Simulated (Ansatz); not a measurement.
Consider the redistribution: `[OH][AlH][SiH2]O` + `FC[SiH2][SiH2]F` → `O[SiH2][SiH2][SiH2]F` + `[OH][AlH][CH2]F`.

Gas-phase electronic energies from Ansatz, PBE0-D4/def2-TZVP geometries. CCSD(T)/CBS adds triple-zeta CCSD(T) − MP2 to the extrapolated MP2 energy (def2 sets, frozen cores). Functionals use def2-TZVPP. B3LYP here is the variant with VWN-RPA as its local correlation; programs differ in this. One conformer a species, not always the lowest.

```
             level  ΔE (kJ/mol)  difference from CCSD(T)/CBS
         r2SCAN-D4        -17.2                         -0.9
           PBE0-D4        -15.5                          0.8
          B3LYP-D4        -17.3                         -1.0
           ωB97X-V        -15.7                          0.6
            B2PLYP        -16.0                          0.3
               PBE        -13.0                          3.3
            r2SCAN        -16.8                         -0.5
             B3LYP        -14.8                          1.5
    MP2/def2-TZVPP        -18.2                         -1.9
SCS-MP2/def2-TZVPP        -15.6                          0.7
   CCSD/def2-TZVPP        -15.2                          1.1
CCSD(T)/def2-TZVPP        -15.5                          0.8
    MP2/def2-QZVPP        -18.6                         -2.3
SCS-MP2/def2-QZVPP        -16.0                          0.3
      HF/CBS(def2)        -12.0                          4.3
     MP2/CBS(def2)        -19.1                         -2.8
       CCSD(T)/CBS        -16.3                            0
```

Largest T1 diagnostic among the species: 0.013.

In def2-TZVPP, CCSD(T) changes the Hartree–Fock value by −3.0 kJ/mol (the triples alone add −0.3 kJ/mol) and MP2 by −5.8 kJ/mol.
